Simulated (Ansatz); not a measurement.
C4H5F (SMILES C=CC(=C)F) moved off its minimum; all values from Ansatz (a quantum-chemistry and plane-wave program), cores frozen in correlated methods.
(charge 0, multiplicity 1)
```xyz
10

C     -1.86930    -0.30334     0.13255
C     -0.71511    -0.34272    -0.53000
C      0.48151     0.00081    -0.10443
C      1.73246    -0.01477    -0.73714
F      0.44394     0.69905     1.15792
H     -1.90368     0.17828     1.02045
H     -2.81053    -0.78651    -0.30215
H     -0.73101    -0.96810    -1.55756
H      1.74333    -0.42668    -1.61149
H      2.56797     0.37816    -0.29109
```

Task: Give the forces (eV/Å), the total energy and the dipole at CCSD(T)/cc-pVTZ.

Result: 
```
atom      Fx      Fy      Fz
----  ------  ------  ------
C1    -1.984  -1.744  -2.700
C2    -4.778  -4.498  -5.186
C3     7.875   3.984   2.854
C4    -4.756   1.206   5.146
F5     0.184  -1.238  -1.762
H6    -0.397   1.329   2.807
H7     1.509   0.933   0.719
H8     0.218   1.630   2.273
H9     0.374  -2.430  -5.180
H10    1.755   0.828   1.030
```
Energy -254.7780 hartree, dipole 1.74 D.

Doubts at one or more of the structures used: a restricted determinant that unrestricted orbitals would lower (CCSD(T)/cc-pVTZ).
